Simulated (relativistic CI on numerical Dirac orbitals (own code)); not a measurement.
Calculated at this level of theory: Dirac-Coulomb-Breit CI, orbitals from a KLI potential per configuration, model QED (radiative potential, 1s self-energy scaled to tabulated hydrogen-like ionisation energies), unscaled Slater integrals (own radial code, finite nucleus).

The strongest absorption lines from the ground level of an ion, among the configurations computed and to levels below about 334 eV (vacuum wavelength in nm, gf): 7.2951 (0.0053), 7.8542 (0.00095), 8.4713 (0.0041), 9.1749 (1.6), 10.233 (0.22), 10.810 (0.076), 13.752 (0.41).

(1) Which ion is it?
A. Ce²⁶⁺
B. Ce²⁸⁺
C. Sm³⁰⁺
D. Ba²⁴⁺

Results:

(1) A. Ce²⁶⁺ has 32 electrons and the ground level 4s2 4p2 3P_0; the strongest line goes to 4s2 4p 4d 3D°_1. The pattern of lines fixes the number of electrons, and along that sequence the line energies rise steadily with the charge (about as its square where n changes within one kind of shell, about linearly where n is kept but much faster in heavy ions where fine structure, which grows about as Z⁴, sets the gap, and irregularly where shells cross), which fixes Z. Configurations outside the model, such as inner-shell arrays, can give stronger lines. At this charge energies of transitions that change n are usually good to better than 1 %, and those within a shell (Δn = 0) to a few per cent.

LS names give the leading component of a level, which can be under half, so a name can repeat, a term be missing and a line seem to break the LS rules.
